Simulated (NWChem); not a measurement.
## Total energies of F2Mg

```
Mg
F 1 1.7682
F 1 1.7682 2 180.00
```
Charge 0, spin multiplicity 1.

All runs are NWChem calculations. All single points use one geometry, from PBE/def2-SVP, a minimum by its harmonic frequencies.

Basis set: cc-pVQZ (169 functions).

| method | total energy (Ha) | relative cost |
|---|---|---|
| RHF | -398.72229 | 1 |
| MP2 | -399.33060 | 4 |
| B2PLYP | -399.80921 | 6 |
| PBE | -399.69025 | under 3 |
| B3LYP | -400.02690 | under 3 |
| TPSS | -400.03145 | under 3 |

Total energies of different functionals aren't comparable as a measure of quality: only differences taken within one method are. Costs are rough ratios of processor time within this set of runs, SCF included, with RHF as 1.

The correlated methods keep 7 core orbitals frozen. B3LYP has NWChem's definition, with VWN1-RPA local correlation. The structure started from a generated list of species.
